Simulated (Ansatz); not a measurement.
System: CH$_{6}$BN$_{2}$O, net charge 0, doublet state. It need not be the lowest isomer of its formula. 
Geometry from a B3LYP-D3(BJ)/def2-TZVP (Ansatz, an electronic-structure program) optimisation:
```
B
O 1 1.3999
C 2 1.3508 1 123.09
H 3 1.0796 2 114.97 1 -172.78
H 3 1.0839 4 121.20 2 154.47
N 1 1.4140 2 115.64 3 -165.35
H 6 1.0029 1 124.27 2 -174.86
H 6 1.0041 7 114.49 1 -178.05
N 1 1.4167 2 120.71 3 14.37
H 9 1.0038 1 123.11 2 178.47
H 9 1.0045 10 113.82 1 167.33
```
Charge 0, spin multiplicity 2.

Basis-set convergence of Hartree-Fock and CCSD(T) correlation energies (hartree) with Ansatz. Cores are frozen in the correlated levels unless marked. Open shells are spin-unrestricted. No spin-orbit coupling. Non-relativistic.

```
basis    functions       E(HF)  E(corr, CCSD(T))
-------  ---------  ----------  ----------------
cc-pVDZ        100  -249.90788          -0.78336
cc-pVTZ        234  -249.99195          -0.97124
cc-pVQZ        455  -250.01128          -1.03096
```

Extrapolating the two largest sets (X = 3 and 4) as X^-3: E(corr) = (64·(-1.03096) - 27·(-0.97124))/37 = -1.0745 Eh, an estimate of the basis-set limit. The largest set recovers 95.9 % of it, the smallest 72.9 %.
